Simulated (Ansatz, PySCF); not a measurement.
Bond stretch in BeO, singlet.

RHF/6-31G* = restricted Hartree-Fock/6-31G*, spherical d in PySCF; UKS-B3LYP/6-31G* = unrestricted B3LYP/6-31G*, spherical d run with PySCF; RKS-PBE = restricted PBE/cc-pVDZ (Ansatz, an electronic-structure program).

Total energies in hartree (comparable only within one method and basis):

```json
[
 {"R / Å": "1.06", "RHF/6-31G*": "-89.30241", "UKS-B3LYP/6-31G*": "-89.78111", "RKS-PBE": "-89.66088"},
 {"R / Å": "1.14", "RHF/6-31G*": "-89.36922", "UKS-B3LYP/6-31G*": "-89.85003", "RKS-PBE": "-89.73361"},
 {"R / Å": "1.19", "RHF/6-31G*": "-89.39197", "UKS-B3LYP/6-31G*": "-89.87499", "RKS-PBE": "-89.76124"},
 {"R / Å": "1.26", "RHF/6-31G*": "-89.40657", "UKS-B3LYP/6-31G*": "-89.89351", "RKS-PBE": "-89.78364"},
 {"R / Å": "1.27", "RHF/6-31G*": "-89.40736", "UKS-B3LYP/6-31G*": "-89.89493", "RKS-PBE": "-89.78561"},
 {"R / Å": "1.32", "RHF/6-31G*": "-89.40750", "UKS-B3LYP/6-31G*": "-89.89838", "RKS-PBE": "-89.79181"},
 {"R / Å": "1.35", "RHF/6-31G*": "-89.40502", "UKS-B3LYP/6-31G*": "-89.89801", "RKS-PBE": "-89.79304"},
 {"R / Å": "1.42", "RHF/6-31G*": "-89.39373", "UKS-B3LYP/6-31G*": "-89.89185", "RKS-PBE": "-89.79040"},
 {"R / Å": "1.44", "RHF/6-31G*": "-89.38942", "UKS-B3LYP/6-31G*": "-89.88902", "RKS-PBE": "-89.78853"},
 {"R / Å": "1.55", "RHF/6-31G*": "-89.36070", "UKS-B3LYP/6-31G*": "-89.87034", "RKS-PBE": "-89.77221"},
 {"R / Å": "1.61", "RHF/6-31G*": "-89.34355", "UKS-B3LYP/6-31G*": "-89.86190", "RKS-PBE": "-89.76047"}
]
```

The scan ran from 1.06 to 5.21 Å; beyond the distances shown full CI changes its symmetry label. The restricted form behind RHF/6-31G*, RKS-PBE keeps the bonding electrons paired and can't separate into open-shell fragments. The unrestricted determinant behind UKS-B3LYP/6-31G* is spin-contaminated at 1.55 to 1.61 Å (<S²> up to 0.8, against 0.00 for a pure singlet).
